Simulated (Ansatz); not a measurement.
Cost and result up the ladder for the cluster SnO₂ (the lowest singlet isomer of a short search) (3 atoms). Total charge 0; singlet. Geometry: B3LYP-D4/def2-TZVP.

```xyz
3

Sn    0.000    0.000    0.000
O    -1.441   -1.088   -0.169
O     1.441    1.088    0.169
```

Ansatz on 2 threads of Arm Neoverse V2 on a shared host. Times are rough, and most runs start from the orbitals of an earlier one. r2SCAN0-D4/def2-TZVP serves as the yardstick here, not as an exact answer. Differences are given only for rows in sets of like size (and for xTB, whose basis is part of the method), since another set adds its own error. Binding counts from free atoms at the same level (Sn triplet, O triplet; other spins of the atoms weren't run), without zero-point energy or a counterpoise term.

In the def2 sets Sn takes a core potential; there is no spin–orbit coupling. HSE06 is defined as in plane-wave codes, on full-range PBE exchange. Correlated methods freeze 6 core orbitals; core or outer-core shells of Sn are correlated, in sets that lack core-valence functions. The structure comes from a short search, and lower isomers may exist.

Run but left out: HF/STO-3G (restricted singlet, unstable in another Hartree–Fock run and untested here).

Correlated methods converge slowly with the basis.

```
                         level  functions  wall time  binding energy per atom (eV)  difference from r2SCAN0-D4/def2-TZVP (eV)                                    remarks
               PBE-D4/def2-SVP         54      0.4 s                          2.89                                          –                                          –
             BLYP-D4/def2-TZVP        112      0.8 s                          3.00                                       0.63                                          –
PBE-D4/def2-TZVP (with forces)        112     0.95 s                          3.09                                       0.72                                          –
                 MP2/def2-TZVP        112     0.95 s                          2.94                                       0.58                    restricted SCF unstable
             PBE-D4/def2-TZVPD        136        1 s                          3.09                                       0.72                                          –
            HSE06-D4/def2-TZVP        112      1.1 s                          2.61                                       0.24                                          –
             PBE0-D4/def2-TZVP        112      1.2 s                          2.60                                       0.23                                          –
            PBE0-D4/def2-TZVPD        136      1.4 s                          2.61                                       0.24                                          –
             RPA@PBE/def2-TZVP        112      1.8 s                          2.43                                       0.06                                          –
          r2SCAN0-D4/def2-TZVP        112      1.9 s                          2.37                                       0.00                                          –
              B2PLYP/def2-TZVP        112      1.9 s                          2.77                                       0.40                                          –
          r2SCAN-D4/def2-TZVPD        136      2.1 s                          2.79                                       0.42                                          –
            CCSD(T)/def2-TZVPP        112      4.4 s                          2.61                                       0.24  large T1 (0.031), restricted SCF unstable
            CCSD(T)/def2-TZVPD        136      5.5 s                          2.65                                       0.28  large T1 (0.031), restricted SCF unstable
```
